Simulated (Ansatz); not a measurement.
`[NH2][GeH]([OH])[F]` + CH₄ → `[CH3][GeH]([NH2])[F]` + H₂O at 298.15 K and 1 bar (formal exchange of groups at a Ge–O bond).

Gas-phase electronic energies from Ansatz, PBE0-D4/def2-TZVP geometries. CBS: MP2 limit from def2 TZ/QZ plus the TZ coupled-cluster correction, frozen cores. This one scheme is used for every species. For Ge outer-core shells are correlated without core-valence functions, which leaves a few kJ/mol of doubt a bond. Scalar relativity is left out up to krypton. Each species was taken in one conformer, which may not be the lowest.

```
               species  CCSD(T)/CBS energy (Eh)  H − E (kJ/mol)  S (J/(mol·K))
 `[NH2][GeH]([OH])[F]`              -2308.27492           150.6          327.3
                   CH₄                -40.46206           127.4          186.2
`[CH3][GeH]([NH2])[F]`              -2272.33936           211.8          336.1
                   H₂O                -76.37941            66.4          188.7
```

H − E and S are ideal-gas, rigid-rotor, harmonic terms from PBE0-D4/def2-TZVP, for one conformer and one mirror image of each species. 1 Eh = 2625.50 kJ/mol, R = 8.31446 J/(mol·K).

Question: By hand: ΔE, ΔH, ΔS and ΔG.

Answer: ΔE = (-2272.33936) + (-76.37941) − (-2308.27492) − (-40.46206) = 0.01821 Eh = 47.8 kJ/mol. Δ(H − E) = 211.8 + 66.4 − 150.6 − 127.4 = 0.2, so ΔH = 48.0 kJ/mol. ΔS = 336.1 + 188.7 − 327.3 − 186.2 = 11.3 J/(mol·K). ΔG = 48.0 − 298.15 × (11.3)/1000 = 44.6 kJ/mol.

Question: By hand: the equilibrium constant, and the temperature at which ΔG would vanish if ΔH and ΔS stayed fixed.

Answer: log₁₀ K = −ΔG/(RT ln 10) = -7.8. ΔG = 0 at ΔH/ΔS = 4248 K, far beyond where these terms or the molecules hold.

The number of gas molecules stays the same, so ΔS is small and ΔH decides. A doubt of 5 kJ/mol in ΔE shifts log₁₀ K by 0.9 here. Other conformers and mirror images would add mixing entropy, several J/(mol·K) or more a flexible species. These are equilibria of isolated gas molecules and say nothing of rates. Largest T1 diagnostic: 0.012 (customary marks: 0.02 for closed shells, 0.045 for open ones).
